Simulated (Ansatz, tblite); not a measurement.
Forces on Cd₁₂H₃₀S₁₂, a nanocrystal cut from wurtzite CdS (hydrogen-capped) at its r2SCAN-D4/def2-SVP geometry. Charge 0, multiplicity 1.

In the def2 sets Cd takes a core potential; there is no spin–orbit coupling. The xTB rows come from tblite. Single mean-field runs in def2-TZVP are fitted with def2-universal-jkfit.

GFN1-xTB (tblite), largest force 1.29 eV/Å:

```xyz
54
positions Å, forces eV/Å
Cd   -4.054   -1.686    3.318    0.282    0.084   -0.229
S    -2.498   -4.039    2.064   -0.358   -1.203    0.284
Cd   -3.308    1.377    2.630    0.095    0.100   -0.069
S    -0.811    2.952    3.409    0.279   -0.365    1.171
S    -1.963   -0.363    1.599   -0.039   -0.036    0.030
Cd    0.406   -0.240    2.599    0.022   -0.049    0.057
Cd   -0.294   -4.457    0.289    0.112   -0.057   -0.088
S     1.250   -2.687    1.440    0.273   -0.572    0.382
Cd    1.890    3.462    2.066   -0.147    0.005   -0.053
S     1.939    1.217    1.138    0.060   -0.003    0.019
Cd    4.662    1.829    2.275   -0.301   -0.150   -0.159
Cd    3.315   -3.007   -0.133   -0.055   -0.121   -0.070
S     4.923   -1.054    1.202    1.118   -0.621    0.160
S    -3.528    2.930    0.005   -1.078   -0.386   -0.520
Cd   -2.457   -0.286   -0.923   -0.050   -0.045   -0.043
S    -1.116   -2.720   -1.485   -0.302   -0.587   -0.339
Cd   -1.625    3.430   -2.333    0.010    0.002    0.158
S     0.500    4.538   -0.431    0.922    0.420   -0.746
S    -0.730    1.179   -2.145   -0.005   -0.006   -0.064
Cd    1.725    1.403   -1.420    0.064   -0.006   -0.045
Cd    0.857   -3.043   -3.173    0.055   -0.119    0.072
S     2.350   -1.324   -1.888    0.548   -0.238   -0.438
Cd   -1.304    1.732   -5.052    0.097   -0.143    0.328
S    -0.135   -1.124   -5.049    0.138   -0.616   -1.124
H    -3.151   -1.703    4.747   -0.305   -0.079   -0.105
H    -5.269   -1.707    2.140    0.034   -0.086    0.321
H    -2.138   -4.923    3.024   -0.223    0.607   -0.556
H    -3.362   -4.919    1.503    0.498    0.605    0.338
H    -4.457    2.203    3.522   -0.023   -0.001    0.020
H    -0.305    1.882    4.091   -0.457    0.989   -0.515
H    -0.988    3.702    4.523    0.116   -0.454   -0.599
H     0.584   -0.202    4.312    0.023   -0.135   -0.286
H    -0.099   -6.129    0.152   -0.064    0.397    0.046
H     1.670   -3.430    2.491   -0.196    0.357   -0.461
H     2.301    4.901    2.812    0.019    0.018    0.013
H     4.315    1.328    3.853    0.257    0.138   -0.165
H     5.302    2.535    0.878    0.089   -0.057    0.315
H     4.296   -4.361   -0.366   -0.217    0.333    0.066
H     5.423   -1.851    2.176   -0.346    0.542   -0.566
H     6.042   -1.183    0.449   -0.706    0.149    0.455
H    -4.664    3.664   -0.065    0.615   -0.446    0.017
H    -4.073    1.846   -0.626    0.394    1.001    0.543
H    -4.091   -0.270   -1.469    0.284   -0.132    0.046
H    -2.044   -3.484   -2.107    0.398    0.368    0.283
H    -2.246    4.869   -2.917   -0.011    0.018   -0.021
H     0.780    5.841   -0.669   -0.123   -0.743    0.106
H     1.504    4.073   -1.234   -0.857    0.502    0.686
H     2.762    2.490   -2.264   -0.103   -0.287    0.084
H     1.300   -4.406   -4.065   -0.112    0.336    0.193
H     3.402   -1.286   -2.738   -0.477    0.011    0.385
H    -2.909    1.198   -5.040    0.216    0.143   -0.209
H     0.182    2.464   -5.393   -0.286   -0.064   -0.162
H    -0.928   -1.953   -5.768    0.443    0.560    0.468
H     0.867   -1.208   -5.956   -0.615    0.121    0.581
```

GFN2-xTB (tblite), largest force 0.68 eV/Å:

```
Cd 0.267 0.446 -0.224
S -0.187 -0.542 0.149
Cd -0.205 -0.176 0.170
S 0.036 0.078 0.572
S -0.139 -0.060 0.114
Cd -0.012 0.041 0.064
Cd 0.196 -0.269 -0.155
S 0.243 -0.484 0.412
Cd 0.297 0.028 0.108
S 0.163 0.057 0.076
Cd -0.538 0.123 -0.126
Cd 0.017 -0.339 -0.136
S 0.528 -0.260 0.084
S -0.552 0.066 -0.157
Cd -0.068 0.043 -0.007
S -0.340 -0.498 -0.315
Cd -0.047 0.022 -0.312
S 0.309 0.417 -0.255
S -0.042 0.052 -0.178
Cd 0.019 0.071 -0.012
Cd 0.137 -0.337 0.018
S 0.518 -0.147 -0.415
Cd 0.014 0.133 0.549
S 0.051 -0.261 -0.531
H -0.199 -0.073 -0.038
H -0.007 -0.079 0.202
H -0.137 0.207 -0.215
H 0.182 0.206 0.179
H 0.052 -0.012 -0.039
H -0.149 0.345 -0.090
H 0.078 -0.275 -0.298
H -0.030 -0.008 -0.306
H -0.040 0.330 0.028
H -0.095 0.180 -0.194
H -0.037 -0.046 -0.032
H 0.188 0.073 -0.079
H 0.091 -0.033 0.193
H -0.192 0.267 0.047
H -0.081 0.223 -0.232
H -0.238 0.048 0.221
H 0.311 -0.272 -0.010
H 0.053 0.349 0.161
H 0.292 -0.005 0.101
H 0.161 0.186 0.130
H 0.021 -0.045 0.045
H -0.035 -0.411 0.031
H -0.243 0.230 0.194
H -0.186 -0.195 0.149
H -0.088 0.269 0.173
H -0.216 0.031 0.175
H 0.118 0.080 -0.162
H -0.164 -0.040 -0.136
H 0.195 0.230 0.130
H -0.273 0.036 0.181
```

PBE-D4/def2-TZVP (Ansatz), largest force 0.12 eV/Å:

```
Cd -0.090 -0.017 0.073
S 0.028 0.087 -0.023
Cd 0.059 -0.097 -0.047
S -0.018 0.023 -0.083
S 0.051 0.004 -0.051
Cd -0.027 0.057 -0.052
Cd 0.005 0.047 -0.006
S -0.023 0.057 0.000
Cd 0.013 -0.114 -0.042
S -0.050 -0.046 -0.030
Cd 0.089 0.055 0.051
Cd -0.037 0.031 0.002
S -0.080 0.043 -0.013
S 0.079 0.022 0.028
Cd 0.038 0.057 0.041
S 0.001 0.050 0.023
Cd 0.047 -0.113 -0.002
S -0.065 -0.028 0.054
S 0.029 -0.041 0.052
Cd -0.061 0.014 0.048
Cd -0.008 0.033 0.036
S -0.031 0.043 0.026
Cd -0.033 0.051 -0.099
S -0.008 0.040 0.083
H 0.068 -0.001 0.054
H -0.039 -0.002 -0.076
H 0.006 -0.040 0.004
H -0.003 -0.040 -0.008
H -0.059 0.059 0.049
H 0.008 -0.010 0.030
H 0.009 -0.003 0.050
H 0.003 0.007 0.059
H 0.007 -0.092 -0.005
H 0.003 -0.019 -0.040
H 0.009 0.088 0.039
H -0.034 -0.042 0.065
H 0.013 0.019 -0.082
H 0.058 -0.073 -0.011
H 0.020 -0.032 0.002
H 0.027 -0.029 -0.008
H -0.049 -0.006 -0.014
H -0.026 -0.008 -0.013
H -0.056 0.007 -0.016
H 0.034 -0.016 0.005
H -0.039 0.086 -0.018
H 0.031 0.027 -0.028
H 0.025 0.009 -0.020
H 0.032 0.042 -0.026
H 0.023 -0.073 -0.053
H -0.012 -0.038 0.011
H -0.071 -0.042 0.022
H 0.082 0.021 0.003
H 0.004 -0.032 -0.024
H 0.016 -0.027 -0.023
```
